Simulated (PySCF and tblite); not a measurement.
Values are calculated unless marked as measured or tabulated.
CH7ClGeS3Si2, numbered as in [CH3:1][Si@H:2]1[S:3][GeH2:4][S:5][Si@H:6]([Cl:7])[S:8]1.

Search: ETKDG, UFF, GFN2-xTB, 60 starts; geometries at GFN2-xTB. Energies: PBE0-D3(BJ)/6-31G*, with GFN2-xTB thermal terms (modes under about 100 cm⁻¹ blended into free rotors). Symmetry numbers and mirror images are counted. Conformers within 2.5 kcal/mol (GFN2-xTB free energy) were kept, 6 at most. GIAO shieldings: PBE0/6-31G*. Shifts are against TMS (¹H), TMS (¹³C), TMS (²⁹Si) at the same level; of two unlike H on one atom, a is the less shielded. Programs: PySCF with density fitting and tblite.

Problem. Predict the averaged NMR shifts at 298.15 K.

Solution. ¹H: 6.41 (H4a, 1H), 6.21 (H2, 1H), 6.04 (H6, 1H), 5.84 (H4b, 1H), 0.56 (H1, 3H) ppm. ¹³C: 4.1 (C1) ppm. ²⁹Si: 36.8 (Si6), 24.1 (Si2) ppm.

Problem. How do the conformers differ?

Solution. The 6-ring runs over atoms 2–3–4–5–6–8.
```csv
conformer,shape,weight %
1,6-ring chair (Cl7 axial),83.0
2,"6-ring between boat and twist-boat (ring torsions 54, -70, 10, 54, -72, 17°)",7.7
3,"6-ring twist-boat (ring torsions -37, 76, -38, -27, 71, -35°)",4.0
4,"6-ring between boat and twist-boat (ring torsions -12, -52, 74, -26, -47, 66°)",2.4
5,"6-ring twist-boat (ring torsions 19, 45, -77, 36, 39, -66°)",2.2
```

Not shown: 1 more, 0.7 % in all.

```tsv
signal	1	2	3	4	5	average
H1	0.55	0.60	0.60	0.55	0.72	0.56
H2	6.27	6.07	5.68	5.91	5.73	6.21
H4a	6.51	5.72	6.22	5.98	6.11	6.41
H4b	5.81	6.04	5.85	5.95	5.97	5.84
H6	5.98	6.38	6.38	6.29	6.03	6.04
C1	3.7	5.2	9.7	2.2	9.0	4.1
Si2	23.7	19.9	32.3	29.8	31.6	24.1
Si6	36.7	37.1	35.8	41.3	34.1	36.8
```

Problem. Which signal moves most, for its nucleus, between 250 and 350 K through the change of populations alone?

Solution. H4a: 6.45 ppm at 250 K, 6.41 ppm at 298.15 K, 6.36 ppm at 350 K.

Spin–orbit effects of the heavy atoms on shieldings are missing. Unscaled ²⁹Si shifts at such levels can be off by tens of ppm; differences between conformers or isomers are more reliable. Shifts are unscaled: against experiment ¹³C can be off by 15 ppm or more and ¹H by 0.8 ppm.


Conformer gaps in 6-31G* on xTB geometries can be 2 kcal/mol off for S=O, P=O and other polar bonds.